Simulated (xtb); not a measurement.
xtb input (GFN1-xTB):

```bash
xtb mol.xyz --gfn 1 --sp --chrg -1 --uhf 0
```
mol.xyz:
```
3

Sb     0.02751536     0.00807482     0.64696714
Cl     0.98575062    -1.59704276    -0.99434820
Cl    -1.06829669     1.57281829    -0.94655323
```

Output:

```
           -------------------------------------------------
          |                Calculation Setup                |
           -------------------------------------------------

           -------------------------------------------------
          |                 G F N 1 - x T B                 |
           -------------------------------------------------

        Reference                      10.1021/acs.jctc.7b00118
      * Hamiltonian:
        H0-scaling (s, p, d)           1.850000    2.250000    2.000000
        zeta-weighting                 0.000000
      * Dispersion:
        s8                             2.400000
        a1                             0.630000
        a2                             5.000000
        s9                             0.000000
      * Repulsion:
        kExp                           1.500000
        rExp                           1.000000
      * Coulomb:
        alpha                          2.000000
        third order                    atomic
        anisotropic                    false
      * Halogen bond correction:
        rad-scale                      1.300000
        damping                        0.440000

          ...................................................
          :                      SETUP                      :
          :.................................................:
          :  # basis functions                  30          :
          :  # atomic orbitals                  27          :
          :  # shells                            9          :
          :  # electrons                        20          :
          :  # halogen bonds                     0          :
          :  max. iterations                   250          :
          :  Hamiltonian                  GFN1-xTB          :
          :  restarted?                      false          :
          :  GBSA solvation                  false          :
          :  PC potential                    false          :
          :  electronic temp.          300.0000000     K    :
          :  accuracy                    1.0000000          :
          :  -> integral cutoff          0.2500000E+02      :
          :  -> integral neglect         0.1000000E-07      :
          :  -> SCF convergence          0.1000000E-05 Eh   :
          :  -> wf. convergence          0.2000000E-04 e    :
          :  Broyden damping             0.4000000          :
          :  net charge                         -1          :
          :  unpaired electrons                  0          :
          ...................................................

 iter      E             dE          RMSdq      gap      omega  full diag
   1    -11.2805933 -0.112806E+02  0.574E+00    1.69       0.0  T
   2    -11.3085485 -0.279552E-01  0.213E+00    1.95       1.0  T
   3    -11.3085781 -0.295559E-04  0.102E+00    1.94       1.0  T
   4    -11.3085857 -0.764231E-05  0.183E-02    1.94       3.2  T
   5    -11.3085860 -0.315410E-06  0.373E-03    1.94      15.5  T
   6    -11.3085861 -0.125831E-07  0.141E-03    1.94      41.0  T
   7    -11.3085861 -0.382943E-08  0.713E-07    1.94   80980.1  T
   8    -11.3085861  0.106581E-13  0.490E-07    1.94  100000.0  T

   *** convergence criteria satisfied after 8 iterations ***

         #    Occupation            Energy/Eh            Energy/eV
      -------------------------------------------------------------
         1        2.0000           -0.6895671             -18.7641
       ...           ...                  ...                  ...
         4        2.0000           -0.3168417              -8.6217
         5        2.0000           -0.3084300              -8.3928
         6        2.0000           -0.3032474              -8.2518
         7        2.0000           -0.2998711              -8.1599
         8        2.0000           -0.2945296              -8.0146
         9        2.0000           -0.2911663              -7.9230
        10        2.0000           -0.1122565              -3.0547 (HOMO)
        11                         -0.0409431              -1.1141 (LUMO)
        12                         -0.0321394              -0.8746
        13                          0.1160992               3.1592
        14                          0.1294479               3.5225
        15                          0.1409669               3.8359
       ...                                ...                  ...
        27                          0.3989068              10.8548
      -------------------------------------------------------------
                  HL-Gap            0.0713134 Eh            1.9405 eV
             Fermi-level           -0.0765998 Eh           -2.0844 eV

 SCC (total)                   0 d,  0 h,  0 min,  0.003 sec
 SCC setup                      ...        0 min,  0.000 sec (  1.682%)
 Dispersion                     ...        0 min,  0.000 sec (  0.731%)
 classical contributions        ...        0 min,  0.000 sec (  0.410%)
 integral evaluation            ...        0 min,  0.001 sec ( 28.642%)
 iterations                     ...        0 min,  0.001 sec ( 31.423%)
 molecular gradient             ...        0 min,  0.001 sec ( 34.279%)
 printout                       ...        0 min,  0.000 sec (  2.580%)

         :::::::::::::::::::::::::::::::::::::::::::::::::::::
         ::                     SUMMARY                     ::
         :::::::::::::::::::::::::::::::::::::::::::::::::::::
         :: total energy             -11.307487931952 Eh    ::
         :: gradient norm              0.013842807092 Eh/a0 ::
         :: HOMO-LUMO gap              1.940536212516 eV    ::
         ::.................................................::
         :: SCC energy               -11.308586064704 Eh    ::
         :: -> electrostatic           0.092040870833 Eh    ::
         :: repulsion energy           0.002317385147 Eh    ::
         :: dispersion energy         -0.001219252395 Eh    ::
         :: halogen bond corr.         0.000000000000 Eh    ::
         :: add. restraining           0.000000000000 Eh    ::
         :: total charge              -1.000000000000 e     ::
         :::::::::::::::::::::::::::::::::::::::::::::::::::::

           -------------------------------------------------
          |                Property Printout                |
           -------------------------------------------------

    * Orbital Energies and Occupations

         #    Occupation            Energy/Eh            Energy/eV
      -------------------------------------------------------------
         1        2.0000           -0.6895671             -18.7641
         2        2.0000           -0.6870514             -18.6956
         3        2.0000           -0.6134162             -16.6919
         4        2.0000           -0.3168417              -8.6217
         5        2.0000           -0.3084300              -8.3928
         6        2.0000           -0.3032474              -8.2518
         7        2.0000           -0.2998711              -8.1599
         8        2.0000           -0.2945296              -8.0146
         9        2.0000           -0.2911663              -7.9230
        10        2.0000           -0.1122565              -3.0547 (HOMO)
        11                         -0.0409431              -1.1141 (LUMO)
        12                         -0.0321394              -0.8746
        13                          0.1160992               3.1592
        14                          0.1294479               3.5225
        15                          0.1409669               3.8359
        16                          0.1668951               4.5414
        17                          0.1751770               4.7668
        18                          0.1760523               4.7906
Note: The following floating-point exceptions are signalling: IEEE_DENORMAL
normal termination of xtb
        19                          0.1772076               4.8221
        20                          0.1773985               4.8273
        21                          0.1839577               5.0057
       ...                                ...                  ...
        27                          0.3989068              10.8548
      -------------------------------------------------------------
                  HL-Gap            0.0713134 Eh            1.9405 eV
             Fermi-level           -0.0765998 Eh           -2.0844 eV

  Mulliken/CM5 charges         n(s)   n(p)   n(d)
     1Sb    0.07967  0.09061   1.994  2.624  0.302
     2Cl   -0.53983 -0.54531   1.958  5.579  0.003
     3Cl   -0.53983 -0.54531   1.958  5.579  0.003

Wiberg/Mayer (AO) data.
largest (>0.10) Wiberg bond orders for each atom

 ---------------------------------------------------------------------------
     #   Z sym  total        # sym  WBO       # sym  WBO       # sym  WBO
 ---------------------------------------------------------------------------
     1  51 Sb   1.642 --     2 Cl   0.821     3 Cl   0.821
     2  17 Cl   0.832 --     1 Sb   0.821
     3  17 Cl   0.832 --     1 Sb   0.821
 ---------------------------------------------------------------------------

Topologies differ in total number of bonds
Writing topology from bond orders to xtbtopo.mol

 dipole moment from electron density (au)
     X       Y       Z
   0.1121   0.0329   2.6349  total (Debye):    6.704

           -------------------------------------------------
          | TOTAL ENERGY              -11.307487931952 Eh   |
          | GRADIENT NORM               0.013842807092 Eh/α |
          | HOMO-LUMO GAP               1.940536212516 eV   |
           -------------------------------------------------

------------------------------------------------------------------------
------------------------------------------------------------------------
 total:
 SCF:
```
